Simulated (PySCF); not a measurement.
**Static response to an electric field**

Species: C₄H₃FO₃Si.
Structure used (GFN2-xTB), in Å, numbered top down from 1:
```xyz
12
C4H3FO3Si angstrom
O      3.1809   -0.9451    0.2817
C      2.1246   -0.4455    0.0599
C      0.7641   -0.8536    0.4995
C     -0.1248    0.0120    0.0044
Si    -1.9992    0.1426    0.1292
F     -2.4173   -1.1120    1.0438
C      0.6479    1.0148   -0.7763
O      0.2314    1.9569   -1.3767
O      1.9747    0.6896   -0.7061
H      0.5992   -1.7172    1.1151
H     -2.3733    1.3332    0.8696
H     -2.6070   -0.0765   -1.1701
```

Level: PBE0/def2-SVPD (PySCF), static field, nuclei fixed, core orbitals frozen in the response. The polarisability tensor in these axes (au):

```
x    98.50 -14.95   4.96
y   -14.95  73.98 -13.30
z     4.96 -13.30  60.78
```

Question: What are the eigenvalues, a third of the trace, and Δα (Δα² = ½Σ(αi − αj)² over the three pairs)?

Answer: Principal values 52.18, 73.19 and 107.89 au; mean 77.75 au = 11.52 Å³ = 12.82 × 10⁻⁴⁰ C²·m²/J; Δα = 48.73 au (63 % of the mean).

Question: What is the dipole moment, and where does it point?

Answer: (-2.75, -0.79, 0.86) D, 2.99 D in size, pointing from the negative to the positive side. Measured along this direction, the outermost atoms are O1 at the negative end and F6 at the positive end.

Question: What molar refraction does this α imply?

Answer: Lorentz–Lorenz: R = (4π/3)N_A α = 2.5225 cm³/(mol·Å³) × 11.52 Å³ = 29.1 cm³/mol, in the limit of long wavelengths.

Question: What are the principal values of the traceless quadrupole moment, Θ = ½Σq(3rr − r²1), about the centre of nuclear charge?

Answer: -9.39, -1.53, 10.92 D·Å. The values depend on the origin, since the dipole doesn't vanish. The electronic extent ⟨r²⟩ about the same centre is 1472 bohr², a root-mean-square distance of 2.36 Å for the 74 electrons.

Question: Give the principal axes and the span of the nuclei along them.

Answer: Largest value along (0.86, -0.46, 0.22), where the nuclei span 5.69 Å; middle along (0.51, 0.68, -0.53), 4.71 Å; least along (0.09, 0.56, 0.82), 2.49 Å. The response follows the extents in order.

Question: Rayleigh depolarisation ratio (linearly polarised light, static tensor)?

Answer: ρ = 3Δα²/(45ᾱ² + 4Δα²) = 7124.8/(272054 + 9499.7) = 0.0253.

Question: Find the Langevin capture rate constant for H3O+ (19.018 u) meeting this molecule (145.984 u), k = 2.342 × 10⁻⁹ cm³/s × √(α in Å³ / reduced mass in u).

Answer: The reduced mass is 16.83 u, so k = 1.94 × 10⁻⁹ cm³/s. The formula leaves out the permanent dipole, which adds to the capture rate.

The structure is a single GFN2-xTB conformer in the gas phase; no vibrational or solvent corrections.
